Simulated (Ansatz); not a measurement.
Molecule: AlI₂, charge 0, multiplicity 2. It need not be the lowest isomer of its formula. 
Coordinates optimised at B3LYP-D3(BJ)/def2-TZVP (Ansatz, an electronic-structure program):
SMILES: [I][Al][I]
```xyz
3

Al     1.0265     0.3329     0.3098
I     -0.2746     1.6652    -1.3782
I      0.0228    -1.7469     1.3022
```
Charge 0, spin multiplicity 2.

Basis-set convergence of Hartree-Fock and CCSD(T) correlation energies (hartree) with Ansatz. Cores are frozen in the correlated levels unless marked. Open shells are spin-unrestricted. No spin-orbit coupling. Frozen are the shells of the preceding noble gas and the d and f shells that filled before the atom's block. In def2 rows, elements after Kr have scalar-relativistic effective core potentials.

```csv
basis,functions,E(HF),"E(corr, CCSD(T))"
def2-SVPD,94,-835.25423,-0.27502
def2-TZVPPD,166,___,___
```

Some entries are withheld; supply them.


- def2-TZVPPD, E(HF): -835.35423
- def2-TZVPPD, E(corr, CCSD(T)): -0.36918
